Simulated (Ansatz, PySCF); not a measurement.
Species: SbH5, charge 0, multiplicity 1. SMILES: [SbH5]
Geometry from a B3LYP-D3(BJ)/def2-TZVP (Ansatz, a quantum-chemistry and plane-wave program) optimisation:
```
Sb
H 1 1.7152
H 1 1.7152 2 120.00
H 1 1.7152 2 120.00 3 180.00
H 1 1.7744 2 90.00 3 90.00
H 1 1.7744 2 90.00 5 -180.00
```
Charge 0, spin multiplicity 1.

Quantity: vertical triplet-singlet gap (E(triplet) - E(singlet); each state is the SCF solution reached for its spin; the molecule has degenerate orbitals, so one determinant may break the symmetry; the UHF <S^2> is 2.11 for the triplet (pure: 2.00)), in kJ/mol. Correlated levels leave the core frozen unless marked. Open shells are spin-unrestricted. Spin-orbit coupling is left out. The frozen core is the preceding noble-gas configuration, with the filled d and f shells of earlier blocks. In def2 rows, elements after Kr have scalar-relativistic effective core potentials. CBS marks a two-point X^-3 extrapolation of the correlation energy; Hartree-Fock from the larger set. [CCSD(T)-MP2]/basis is that difference in the basis named.

```
level                 program  vertical triplet-singlet gap (kJ/mol)
--------------------  -------  -------------------------------------
HF/def2-QZVPPD         Ansatz                                  389.3
BHLYP/def2-TZVPD       Ansatz                                  359.0
M06-2X/def2-TZVPD       PySCF                                  386.2
CAM-B3LYP/def2-TZVPD   Ansatz                                  345.3
```

Q: What does RI-MP2/CBS(def2-TZVPPD,def2-QZVPPD)+[CCSD(T)-MP2]/def2-TZVPPD (Ansatz) give?

A: 384.7 kJ/mol, so CAM-B3LYP/def2-TZVPD differs from it by -39.4 kJ/mol.
